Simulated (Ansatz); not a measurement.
Reaction (redistribution): `C=[C](O)[Al]([F])[F]` + `C=C[CH2][GaH2]` → `C=C[CH2][Al]([F])[F]` + `C=[C](O)[GaH2]`

Program: Ansatz. Geometries: PBE0-D4/def2-TZVP. ΔE: electronic, gas phase. CBS: MP2 limit from def2 TZ/QZ plus the TZ coupled-cluster correction, frozen cores. DFT in def2-TZVPP. B3LYP here is the variant with VWN-RPA as its local correlation; programs differ in this. For Ga outer-core shells are correlated without core-valence functions, which leaves a few kJ/mol of doubt a bond. Scalar relativity is left out up to krypton. One conformer a species, not always the lowest.

```json
{"level": "B3LYP-D4", "ΔE (kcal/mol)": "0.9"}
{"level": "r2SCAN", "ΔE (kcal/mol)": "1.1"}
{"level": "HF/def2-TZVPP", "ΔE (kcal/mol)": "-1.9"}
{"level": "SCS-MP2/def2-TZVPP", "ΔE (kcal/mol)": "1.3"}
{"level": "HF/def2-QZVPP", "ΔE (kcal/mol)": "-2.1"}
{"level": "SCS-MP2/def2-QZVPP", "ΔE (kcal/mol)": "1.2"}
{"level": "HF/CBS(def2)", "ΔE (kcal/mol)": "-2.2"}
{"level": "MP2/CBS(def2)", "ΔE (kcal/mol)": "2.4"}
```

**Question.** What does CCSD(T)/CBS give? (An estimate is asked.)

**Answer.** Ansatz gave: +1.5 kcal/mol. The listed levels differ from it by -0.6, -0.4, -3.4, -0.2, -3.6, -0.3, -3.7, 0.9 kcal/mol.

Largest T1 diagnostic among the species: 0.014.

In def2-TZVPP, CCSD(T) changes the Hartree–Fock value by +3.4 kcal/mol (the triples alone add +0.6 kcal/mol) and MP2 by +4.2 kcal/mol.
